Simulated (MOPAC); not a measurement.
MOPAC input (AM1):

```
AM1 PRECISE GNORM=0.05 LET XYZ GEO-OK AUX(PRECISION=9) THREADS=1
C3H8S

C    -2.40572200 1    0.19589100 1   -0.10945000 1
C    -0.98179800 1    0.36282500 1    0.41768300 1
C     0.04623600 1   -0.30218200 1   -0.48837600 1
S     1.76781600 1   -0.20198800 1    0.11709100 1
H    -2.67828100 1   -0.85968200 1   -0.18057400 1
H    -3.12744400 1    0.68218400 1    0.54880000 1
H    -2.51422100 1    0.63418100 1   -1.10428300 1
H    -0.74342500 1    1.42639100 1    0.50893600 1
H    -0.89720000 1   -0.05886400 1    1.42168800 1
H    -0.00028300 1    0.10515500 1   -1.49922200 1
H    -0.14885100 1   -1.37378300 1   -0.56566800 1
H     1.87235700 1    1.13703300 1    0.07772300 1
```

Output:

```
 *******************************************************************************
 **                                                                           **
 **                              MOPAC v23.2.5                                **
 **                                                                           **
 *******************************************************************************
 ** MOPAC's Digital Object Identifier: https://doi.org/10.5281/zenodo.6511958 **
 **                                                                           **
 ** Please cite the open-source release paper for use of this MOPAC version:  **
 ** J. E. Moussa and J. J. P. Stewart (2026)                                  **
 ** MOPAC: An open-source semiempirical molecular orbital program             **
 ** J. Open Source Softw., 11(119), 8025, https://doi.org/10.21105/joss.08025 **
 *******************************************************************************

                              AM1 CALCULATION RESULTS

 *******************************************************************************
 *  AM1        - The AM1 Hamiltonian to be used
 *  GEO-OK     - OVERRIDE INTERATOMIC DISTANCE AND OTHER SAFETY CHECKS
 *  LET        - OVERRIDE SOME SAFETY CHECKS
 *  PRECISE    - TIGHTER CRITERIA TO BE USED
 *  XYZ        - CARTESIAN COORDINATE SYSTEM TO BE USED
 *  GNORM      - EXIT WHEN GRADIENT NORM DROPS BELOW 0.050
 *  AUX        - OUTPUT AUXILIARY INFORMATION
 *******************************************************************************
AM1 PRECISE GNORM=0.05 LET XYZ GEO-OK AUX(PRECISION=9) THREADS=1
 C3H8S

   ATOM   CHEMICAL          X               Y               Z
  NUMBER   SYMBOL      (ANGSTROMS)     (ANGSTROMS)     (ANGSTROMS)

     1       C         -2.40572200  *   0.19589100  *  -0.10945000  *
     2       C         -0.98179800  *   0.36282500  *   0.41768300  *
     3       C          0.04623600  *  -0.30218200  *  -0.48837600  *
     4       S          1.76781600  *  -0.20198800  *   0.11709100  *
     5       H         -2.67828100  *  -0.85968200  *  -0.18057400  *
     6       H         -3.12744400  *   0.68218400  *   0.54880000  *
     7       H         -2.51422100  *   0.63418100  *  -1.10428300  *
     8       H         -0.74342500  *   1.42639100  *   0.50893600  *
     9       H         -0.89720000  *  -0.05886400  *   1.42168800  *
    10       H         -0.00028300  *   0.10515500  *  -1.49922200  *
    11       H         -0.14885100  *  -1.37378300  *  -0.56566800  *
    12       H          1.87235700  *   1.13703300  *   0.07772300  *

          CARTESIAN COORDINATES

    NO.       ATOM           X           Y           Z

     1         C         -2.4057      0.1959     -0.1095
     2         C         -0.9818      0.3628      0.4177
     3         C          0.0462     -0.3022     -0.4884
     4         S          1.7678     -0.2020      0.1171
     5         H         -2.6783     -0.8597     -0.1806
     6         H         -3.1274      0.6822      0.5488
     7         H         -2.5142      0.6342     -1.1043
     8         H         -0.7434      1.4264      0.5089
     9         H         -0.8972     -0.0589      1.4217
    10         H         -0.0003      0.1052     -1.4992
    11         H         -0.1489     -1.3738     -0.5657
    12         H          1.8724      1.1370      0.0777

  H: (AM1): M.J.S. DEWAR ET AL, J. AM. CHEM. SOC. 107 3902-3909 (1985)
  C: (AM1): M.J.S. DEWAR ET AL, J. AM. CHEM. SOC. 107 3902-3909 (1985)
  S: (AM1): M.J.S. DEWAR, Y-C YUAN, INORGANIC CHEMISTRY, 29, 3881:3890,  (1990)

           Empirical Formula: C3 H8 S  =    12 atoms

      MOLECULAR POINT GROUP   :   C1

      RHF CALCULATION, NO. OF DOUBLY OCCUPIED LEVELS = 13

          Geometry optimization using EF

          DIAGONAL MATRIX USED AS START HESSIAN

 CYCLE:     1  GRAD.:    84.155 HEAT: -14.53724
 CYCLE:     2  GRAD.:   236.429 HEAT: -2.647568
 CYCLE:     3  GRAD.:   151.186 HEAT: -5.822546
 CYCLE:     4  GRAD.:   122.809 HEAT: -12.85022
 CYCLE:     5  GRAD.:   175.846 HEAT: -4.966845
 CYCLE:     6  GRAD.:   184.575 HEAT: -8.995468
 CYCLE:     7  GRAD.:   190.513 HEAT: -6.086520
 CYCLE:     8  GRAD.:   193.022 HEAT: -6.216701
 CYCLE:     9  GRAD.:   173.767 HEAT: -7.664402
 CYCLE:    10  GRAD.:   173.013 HEAT: -9.459815
 CYCLE:    11  GRAD.:   171.940 HEAT: -8.895556
 CYCLE:    12  GRAD.:   207.041 HEAT: -5.450385
 CYCLE:    13  GRAD.:    85.397 HEAT: -15.27773
 CYCLE:    14  GRAD.:    96.825 HEAT: -14.65018
 CYCLE:    15  GRAD.:   119.564 HEAT: -12.25729
 CYCLE:    16  GRAD.:   173.232 HEAT: -10.10761
 CYCLE:    17  GRAD.:   178.056 HEAT: -6.283695
 CYCLE:    18  GRAD.:   104.407 HEAT: -13.47772
 CYCLE:    19  GRAD.:   181.374 HEAT: -6.686730
 CYCLE:    20  GRAD.:    74.002 HEAT: -16.06973
 CYCLE:    21  GRAD.:    93.434 HEAT: -14.29735
 CYCLE:    22  GRAD.:    14.679 HEAT: -17.93289
 CYCLE:    23  GRAD.:    11.717 HEAT: -17.95526
 CYCLE:    24  GRAD.:     3.120 HEAT: -18.02207
 CYCLE:    25  GRAD.:     2.807 HEAT: -18.02389
 CYCLE:    26  GRAD.:     0.514 HEAT: -18.02749
 CYCLE:    27  GRAD.:     0.529 HEAT: -18.02837
 CYCLE:    28  GRAD.:     0.950 HEAT: -18.03046
 CYCLE:    29  GRAD.:     0.647 HEAT: -18.03171
 CYCLE:    30  GRAD.:     0.402 HEAT: -18.03267
 CYCLE:    31  GRAD.:     0.848 HEAT: -18.03414
 CYCLE:    32  GRAD.:     1.154 HEAT: -18.03593
 CYCLE:    33  GRAD.:     0.878 HEAT: -18.03779
 CYCLE:    34  GRAD.:     0.758 HEAT: -18.03867
 CYCLE:    35  GRAD.:     0.481 HEAT: -18.03923
 CYCLE:    36  GRAD.:     0.357 HEAT: -18.03988
 CYCLE:    37  GRAD.:     0.293 HEAT: -18.04034
 CYCLE:    38  GRAD.:     0.167 HEAT: -18.04052
 CYCLE:    39  GRAD.:     0.103 HEAT: -18.04061
 CYCLE:    40  GRAD.:     0.093 HEAT: -18.04064
 CYCLE:    41  GRAD.:     0.097 HEAT: -18.04068
 CYCLE:    42  GRAD.:     0.120 HEAT: -18.04071
 CYCLE:    43  GRAD.:     0.128 HEAT: -18.04077
 CYCLE:    44  GRAD.:     0.373 HEAT: -18.04105
 CYCLE:    45  GRAD.:     0.388 HEAT: -18.04134
 CYCLE:    46  GRAD.:     0.127 HEAT: -18.04162
 CYCLE:    47  GRAD.:     0.050 HEAT: -18.04166

     GRADIENT =  0.04953 IS LESS THAN CUTOFF =  0.05000

 -------------------------------------------------------------------------------
 AM1 PRECISE GNORM=0.05 LET XYZ GEO-OK AUX(PRECISION=9) THREADS=1
 C3H8S

     GEOMETRY OPTIMISED USING EIGENVECTOR FOLLOWING (EF).
     SCF FIELD WAS ACHIEVED

                              AM1 CALCULATION
                                                       MOPAC v23.2.5 Linux

          FINAL HEAT OF FORMATION =        -18.04166 KCAL/MOL =     -75.48629 KJ/MOL

          COSMO AREA              =        121.28 SQUARE ANGSTROMS
          COSMO VOLUME            =        108.33 CUBIC ANGSTROMS

          GRADIENT NORM           =          0.04953          =       0.01430 PER ATOM
          IONIZATION POTENTIAL    =          8.942005 EV
          HOMO LUMO ENERGIES (EV) =         -8.942  0.888
          NO. OF FILLED LEVELS    =         13
          MOLECULAR WEIGHT        =         76.1562         POINT GROUP:  C1

          MOLECULAR DIMENSIONS (Angstroms)

            Atom       Atom       Distance
            H    12    H     6     4.95873
            H    11    H     8     3.07420
            H     9    H     7     2.79994

          SCF CALCULATIONS        =         48

   ATOM   CHEMICAL          X               Y               Z
  NUMBER   SYMBOL      (ANGSTROMS)     (ANGSTROMS)     (ANGSTROMS)

     1       C         -2.36349351  *   0.18630779  *  -0.10595681  *
     2       C         -0.95760070  *   0.37169882  *   0.40765627  *
     3       C          0.04760862  *  -0.29985529  *  -0.49217303  *
     4       S          1.70798631  *  -0.19934072  *   0.10424982  *
     5       H         -2.62557214  *  -0.89826882  *  -0.15421450  *
     6       H         -3.09103570  *   0.69566770  *   0.57101014  *
     7       H         -2.47080200  *   0.61903458  *  -1.12993069  *
     8       H         -0.72740287  *   1.46842797  *   0.47797713  *
     9       H         -0.87652660  *  -0.05105610  *   1.44457451  *
    10       H         -0.01850847  *   0.12385717  *  -1.52365584  *
    11       H         -0.15931588  *  -1.39832920  *  -0.55759151  *
    12       H          1.83520482  *   1.11276816  *   0.18731596  *

                             CARTESIAN COORDINATES

   1    C       -2.363493508     0.186307792    -0.105956806
   2    C       -0.957600701     0.371698822     0.407656266
   3    C        0.047608622    -0.299855295    -0.492173030
   4    S        1.707986315    -0.199340724     0.104249818
   5    H       -2.625572145    -0.898268816    -0.154214497
   6    H       -3.091035702     0.695667700     0.571010144
   7    H       -2.470801999     0.619034580    -1.129930692
   8    H       -0.727402871     1.468427969     0.477977127
   9    H       -0.876526603    -0.051056103     1.444574509
  10    H       -0.018508467     0.123857167    -1.523655835
  11    H       -0.159315875    -1.398329200    -0.557591508
  12    H        1.835204821     1.112768160     0.187315964

           Empirical Formula: C3 H8 S  =    12 atoms

      MOLECULAR POINT GROUP   :   C1

                  EIGENVALUES
 -35.77458 -28.39726 -22.54242 -18.69794 -16.53642 -15.37202 -14.37810 -13.79398
 -12.92654 -12.36602 -11.77909 -11.26871  -8.94200   0.88754   1.74796   3.47898
   3.66919   4.09204   4.14511   4.41795   4.48752   4.75345   4.78882   4.93460

              NET ATOMIC CHARGES AND DIPOLE CONTRIBUTIONS

  ATOM NO.   TYPE          CHARGE      No. of ELECS.   s-Pop       p-Pop
    1          C          -0.211847        4.2118     1.22440     2.98744
    2          C          -0.162410        4.1624     1.21795     2.94446
    3          C          -0.256641        4.2566     1.23004     3.02660
    4          S          -0.024626        6.0246     1.86947     4.15516
    5          H           0.076063        0.9239     0.92394
    6          H           0.077986        0.9220     0.92201
    7          H           0.073597        0.9264     0.92640
    8          H           0.078838        0.9212     0.92116
    9          H           0.096970        0.9030     0.90303
   10          H           0.101168        0.8988     0.89883
   11          H           0.123383        0.8766     0.87662
   12          H           0.027519        0.9725     0.97248
 DIPOLE           X         Y         Z       TOTAL
 POINT-CHG.    -0.644    -0.024    -0.050     0.646
 HYBRID        -0.908     1.052    -0.334     1.429
 SUM           -1.552     1.028    -0.384     1.901

          ATOMIC ORBITAL ELECTRON POPULATIONS

     Atom    s        px        py        pz
    1  C   1.22440   0.95535   1.02036   1.01174
    2  C   1.21795   0.94422   1.00491   0.99533
    3  C   1.23004   0.94737   1.05905   1.02018
    4  S   1.86947   1.16452   1.10352   1.88712
    5  H   0.92394
    6  H   0.92201
    7  H   0.92640
    8  H   0.92116
    9  H   0.90303
   10  H   0.89883
   11  H   0.87662
   12  H   0.97248

 **********************
 *                    *
 * JOB ENDED NORMALLY *
 *                    *
 **********************

 == MOPAC DONE ==
```

The geometry given is a B3LYP-D3(BJ)/def2-TZVP minimum.
